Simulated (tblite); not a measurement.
Compound: C7H13OP.
Geometry (GFN2-xTB, Å), atoms numbered from 1 in this order:
```xyz
22
C7H13OP angstrom
C     -2.1693    1.1207   -0.2113
C     -1.3100   -0.0912   -0.5611
C     -1.9351   -1.3653    0.0193
C      0.1122    0.0373   -0.0880
C      0.5936    0.9484    0.7510
C      2.0511    0.8770    1.0890
P      2.7207   -0.1422   -0.2816
O      3.9145   -0.9577   -0.0539
C      1.1143   -0.9733   -0.5824
H     -1.7222    2.0330   -0.5977
H     -2.2835    1.2133    0.8659
H     -3.1586    1.0108   -0.6492
H     -1.2867   -0.1913   -1.6541
H     -2.9667   -1.4604   -0.3113
H     -1.9237   -1.3258    1.1063
H     -1.3914   -2.2504   -0.3009
H     -0.0050    1.7230    1.2004
H      2.2278    0.3403    2.0284
H      2.5182    1.8594    1.1736
H      2.8318    0.7579   -1.3437
H      1.1002   -1.8858    0.0245
H      0.9573   -1.2584   -1.6239
```

All values are computed: GFN2-xTB (tblite) harmonic vibrations without scaling, gas phase. This tight-binding method is rough: wavenumbers can miss measured ones by several per cent, in bad cases by 10 to 20. Modes of hydrogen on phosphorus can be 10 to 20 % off. One conformer, not necessarily the lowest.

Harmonic wavenumbers (cm⁻¹): 38.5, 70.4, 160.1, 188.1, 219.0, 273.6, 282.8, 288.3, 310.1, 354.8, 407.2, 460.5, 519.7, 605.6, 678.5, 739.2, 773.3, 786.9, 842.1, 857.5, 902.0, 939.0, 944.2, 949.4, 983.8, 1027.0, 1049.0, 1056.8, 1081.2, 1127.8, 1145.5, 1174.6, 1192.5, 1228.3, 1258.6, 1293.0, 1295.7, 1344.7, 1403.4, 1415.7, 1420.9, 1421.8, 1496.6, 1498.3, 1507.2, 1510.3, 1707.3, 2265.1, 2901.8, 2907.1, 2912.4, 2967.8, 2970.8, 3033.5, 3035.0, 3037.3, 3042.6, 3044.8, 3046.0, 3113.3.

A = 3217, B = 772.2, C = 680.4 MHz; mass 144.070 u (most abundant isotopes); point group C1, symmetry number 1.

Question: Zero-point energy?

Answer: ½Σν̃ = 40254 cm⁻¹ = 115.09 kcal/mol.

Question: What is S at 298.15 K and 1 bar for an ideal gas of classical rigid rotors and harmonic oscillators?

Answer: Translation 40.83, rotation 29.63, vibration 28.81: S = 99.3 cal/(mol K).

Question: And Cp and H(298.15 K) − H(0)?

Answer: Cp = 40.93 cal/(mol K), of which vibrations give 32.98 (their classical limit is 60 R = 119.2); H(298.15 K) − H(0) = 7.05 kcal/mol without the zero-point energy, 4.68 from vibrations.

Question: Blend soft modes into free rotors: weight 1/[1 + (100 cm⁻¹/ν̃)⁴] for the oscillator and the rest for a rotor with moment μB/(μ + B), μ = h/(8π²ν), B = 10⁻⁴⁴ kg m². What vibrational entropy results?

Answer: 26.57 cal/(mol K) in place of 28.81, which changes −T·S at 298.15 K by +0.67 kcal/mol.

Question: Which modes carry the vibrational entropy at 298.15 K?

Answer: 38.5 cm⁻¹: 5.33; 70.4 cm⁻¹: 4.14; 160.1 cm⁻¹: 2.55; 188.1 cm⁻¹: 2.25; 219.0 cm⁻¹: 1.97; 273.6 cm⁻¹: 1.57 cal/(mol K); the other 54 give 11.00 together.

Question: What must be added to the electronic energy to get the Gibbs energy at 298.15 K and 1 bar?

Answer: ZPE + [H(298.15 K) − H(0)] − T·S = 115.09 + 7.05 − 29.60 = 92.54 kcal/mol.

Hindered rotation and anharmonicity are outside this model. Other conformers, if any are populated, would add a mixing term that is left out. The structure is chiral; the term R ln 2 for an equal mix with its mirror image is left out.
